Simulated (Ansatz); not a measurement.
A run for Ansatz (a program for electronic structure): U-B3LYP-D3(BJ)/def2-TZVP on O2 (SMILES O=O).

Ansatz 0.2 input:
```yaml
crystal:
  periodic: [false, false, false]
  atoms:
    - {symbol: O, position_ang: [0.00000000, 0.00000000, 0.62300000]}
    - {symbol: O, position_ang: [0.00000000, 0.00000000, -0.62300000]}
basis:
  gaussian:
    orbitals: def2-TZVP
hamiltonian:
  xc: b3lyp
  dispersion: d3bj
magnetization: {spin_polarized: true, initial_magnetization: 2}
relax: {f_tol: 0.004, max_steps: 120}
```

**Question.** Predict the final total energy.

**Answer.** -150.3902 hartree.
